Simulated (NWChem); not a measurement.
## Correlation energy of ClGa

```
Ga
Cl 1 2.2332
```
Charge 0, spin multiplicity 1.

The numbers come from NWChem runs, not from measurements. Structure: optimised with B3LYP/def2-SVP, a minimum by its harmonic frequencies.

Basis set: def2-TZVP. Each correlation energy counts from its own Hartree-Fock reference.

The Hamiltonian is non-relativistic. The correlated methods keep 14 core orbitals frozen. The structure started from a generated list of species. Coupled-cluster values serve here as a point of comparison, not as the truth.

### Question
Order these methods by the correlation energy they give, lowest first: MP2, SCS-MP2, CR-CCSD[T], CR-CCSD(T), CCSD, CCSD+T(CCSD).

### Answer
CCSD+T(CCSD) (-415.8 mHa), CR-CCSD[T] (-411.7 mHa), CR-CCSD(T) (-410.5 mHa), CCSD (-396.6 mHa), MP2 (-380.7 mHa), SCS-MP2 (-363.0 mHa)
